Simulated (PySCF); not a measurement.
NbF₄Cl, SMILES [Cl][Nb]([F])([F])([F])[F], multiplicity 1.

Geometry optimised at B3LYP-D3(BJ)/def2-SVP. The multiplicity is an assumed one; no other spin state was optimised. The structure was generated by enumeration; whether it is a known compound was not checked. The def2 effective core potentials stand for the cores of Nb; spin–orbit coupling is left out.

Level of theory: TDA-PBE/def2-SVPD (PySCF).

Vertical excitations; the highest root listed may be one member of a degenerate set. Gas-phase values at a fixed geometry. State labels are in the subgroup C2v.

```csv
state,symmetry,energy (eV),λ (nm),f,main pairs
S1,A2,5.27,235,0.000,"HOMO→LUMO 50 %, HOMO−1→LUMO+1 50 %"
S2,B2,5.30,234,0.001,HOMO→LUMO+2 (degenerate set)
S3,B1,5.30,234,0.001,HOMO−1→LUMO+2 (degenerate set)
S4,A1,5.37,231,0.000,"HOMO−1→LUMO 50 %, HOMO→LUMO+1 50 %"
S5,A2,5.43,228,0.000,"HOMO−1→LUMO+1 46 %, HOMO→LUMO 46 %, HOMO−2→LUMO+2 7 %"
S6,B2,5.67,218,0.000,HOMO−2→LUMO (degenerate set)
S7,B1,5.67,218,0.000,HOMO−2→LUMO+1 (degenerate set)
S8,A2,6.19,200,0.000,"HOMO−2→LUMO+2 59 %, HOMO−4→LUMO 15 %, HOMO−5→LUMO+1 15 %"
S9,B1,6.19,200,0.000,HOMO−1→LUMO+3 (degenerate set)
S10,B2,6.19,200,0.000,HOMO→LUMO+3 (degenerate set)
T1,A1,4.95,250,0,"HOMO−1→LUMO 50 %, HOMO→LUMO+1 50 %"
T2,A2,5.06,245,0,"HOMO→LUMO 50 %, HOMO−1→LUMO+1 50 %"
T3,A1,5.09,243,0,"HOMO→LUMO+1 50 %, HOMO−1→LUMO 50 %"
T4,B2,5.24,236,0,HOMO→LUMO+2 99 %
```
Triplets are in the Tamm–Dancoff approximation.
